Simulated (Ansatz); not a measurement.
One change: `[NH2][Zn][O][SiH3]` becomes `[NH2][Mg][O][SiH3]`.

Ansatz, PBE0-D4/def2-TZVP geometries, multiplicity 1. Each molecule was computed in one conformer, which needn't be the lowest.

Scalar relativity is left out up to krypton.

| property | `[NH2][Zn][O][SiH3]` |
| --- | --- |
| HOMO–LUMO gap (PBE0/def2-TZVPP) / eV | 6.42 |
| HOMO energy (PBE/def2-TZVPP) / eV | -5.99 |
| HOMO energy (ωB97M-V/def2-TZVPP) / eV | -9.73 |
| LUMO energy (ωB97M-V/def2-TZVPP) / eV | 0.60 |
| LUMO energy (B3LYP/def2-TZVPP) / eV | -1.24 |
| HOMO–LUMO gap (B3LYP/def2-TZVPP) / eV | 5.88 |

(1) Give the same properties after the change, and the shifts. (Estimate.)

Results:

(1) The calculation gave: 
```json
{"property": "HOMO–LUMO gap (PBE0/def2-TZVPP) / eV", "`[NH2][Mg][O][SiH3]`": "5.37", "shift": "-1.05"}
{"property": "HOMO energy (PBE/def2-TZVPP) / eV", "`[NH2][Mg][O][SiH3]`": "-5.24", "shift": "0.75"}
{"property": "HOMO energy (ωB97M-V/def2-TZVPP) / eV", "`[NH2][Mg][O][SiH3]`": "-8.99", "shift": "0.74"}
{"property": "LUMO energy (ωB97M-V/def2-TZVPP) / eV", "`[NH2][Mg][O][SiH3]`": "0.04", "shift": "-0.56"}
{"property": "LUMO energy (B3LYP/def2-TZVPP) / eV", "`[NH2][Mg][O][SiH3]`": "-1.50", "shift": "-0.26"}
{"property": "HOMO–LUMO gap (B3LYP/def2-TZVPP) / eV", "`[NH2][Mg][O][SiH3]`": "4.85", "shift": "-1.03"}
```

With PBE0 the HOMO rises by 0.77 eV and the LUMO falls by 0.28 eV, so the gap narrows by about 1.05 eV. PBE moves the HOMO by 0.75 eV and ωB97M-V by 0.74 eV.

B3LYP here is the variant with VWN-RPA as its local correlation; programs differ in this.
